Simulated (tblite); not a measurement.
Compound: C5H11OP.
Z-matrix (Å and degrees, GFN2-xTB geometry), rows numbered from 1:
```
C 
C   1  1.5224
C   2  1.5220  1  110.61
C   3  1.5460  2  114.24  1   177.47
C   4  1.5416  3   98.38  2   -94.64
P   5  1.8435  4   89.78  3   -17.64
O   6  1.4623  3  124.52  2   -20.22
H   1  1.0885  2  110.70  3    62.04
H   1  1.0877  2  109.60  3   -57.82
H   1  1.0872  2  110.70  3  -177.56
H   2  1.0934  1  109.05  3   119.92
H   2  1.0940  1  110.19  3  -121.60
H   3  1.0909  2  109.96  1   -52.74
H   4  1.0891  3  113.79  2    26.50
H   4  1.0889  3  110.86  2   149.09
H   5  1.0909  4  112.29  3    93.41
H   5  1.0872  4  115.97  3  -140.65
H   6  1.3965  3  105.89  2  -155.83
```

Computed with GFN2-xTB (tblite): harmonic, unscaled wavenumbers at the GFN2-xTB geometry, gas phase. Against measured fundamentals such values can be off by several per cent, at times by over 20. Modes of hydrogen on phosphorus can be 10 to 20 % off. One conformer, not necessarily the lowest.

Harmonic wavenumbers (cm⁻¹): 90.0, 110.1, 154.6, 231.6, 246.5, 292.3, 353.1, 423.7, 542.9, 646.0, 718.7, 757.7, 816.8, 847.0, 869.0, 920.9, 960.8, 1000.8, 1027.2, 1031.7, 1045.0, 1099.2, 1129.3, 1171.1, 1181.3, 1202.6, 1242.4, 1265.9, 1281.0, 1297.4, 1339.9, 1413.4, 1430.2, 1477.5, 1483.1, 1495.1, 1498.7, 2251.0, 2946.8, 2958.5, 2966.1, 2975.2, 2998.4, 3006.4, 3013.3, 3025.6, 3041.0, 3043.5.

A = 2901, B = 2070, C = 1391 MHz; mass 118.055 u (most abundant isotopes); point group C1, symmetry number 1.

Task: What is the zero-point energy?

Result: ½Σν̃ = 33160 cm⁻¹ = 396.69 kJ/mol.

Task: Give the ideal-gas entropy at 200 K and 1 bar in the rigid-rotor, harmonic-oscillator model (classical rotation).

Result: Translation 160.06, rotation 112.36, vibration 50.29: S = 322.7 J/(mol K).

Task: And Cp and H(200 K) − H(0)?

Result: Cp = 96.74 J/(mol K), of which vibrations give 63.48 (their classical limit is 48 R = 399.1); H(200 K) − H(0) = 12.63 kJ/mol without the zero-point energy, 5.98 from vibrations.

Task: How do the functions run with temperature in this model?

Result: 
```csv
T (K),S (J/(mol K)),Cp (J/(mol K)),H − H(0) (kJ/mol),G − H(0) (kJ/mol),ln q(vib)
150,297.4,80.5,8.21,-36.40,1.57
250,346.2,115.1,17.92,-68.64,3.36
298.15,368.1,134.3,23.92,-85.84,4.27
400,413.4,175.3,39.71,-125.65,6.24
600,497.6,240.6,81.69,-216.87,10.31
900,608.1,303.6,164.12,-383.22,16.43
```

q(vib) and H(0) count from the zero-point level.

Task: Blend soft modes into free rotors: weight 1/[1 + (100 cm⁻¹/ν̃)⁴] for the oscillator and the rest for a rotor with moment μB/(μ + B), μ = h/(8π²ν), B = 10⁻⁴⁴ kg m². What vibrational entropy results?

Result: 49.51 J/(mol K) in place of 50.29, which changes −T·S at 200 K by +0.16 kJ/mol.

Task: Which modes carry the vibrational entropy at 200 K?

Result: 90.0 cm⁻¹: 12.07; 110.1 cm⁻¹: 10.47; 154.6 cm⁻¹: 7.85; 231.6 cm⁻¹: 4.97; 246.5 cm⁻¹: 4.56; 292.3 cm⁻¹: 3.51 J/(mol K); the other 42 give 6.86 together.

Hindered rotation and anharmonicity are outside this model. Other conformers, if any are populated, would add a mixing term that is left out. The structure is chiral; the term R ln 2 for an equal mix with its mirror image is left out.

Hardware: one thread, Arm Neoverse V1, no GPU (shared host). The figure is for the frequency step alone.
